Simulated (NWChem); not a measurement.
System: TiO2; SMILES [O]=[Ti]=[O]

```xyz
3

Ti     0.0000     0.0000     0.3888
O      1.3256     0.0000    -0.5346
O     -1.3256     0.0000    -0.5346
```
Atoms are numbered in this order, from 1.

All runs: NWChem. Coordinates come from a PBE0/def2-SVP optimisation.

Problem. Order these by “orbital gap (eV)”, lowest first: PBE0/def2-SVPD; PBE0/STO-3G; PBE0/def2-SVP.

Solution. PBE0/STO-3G (2.92), PBE0/def2-SVP (4.39), PBE0/def2-SVPD (4.57)
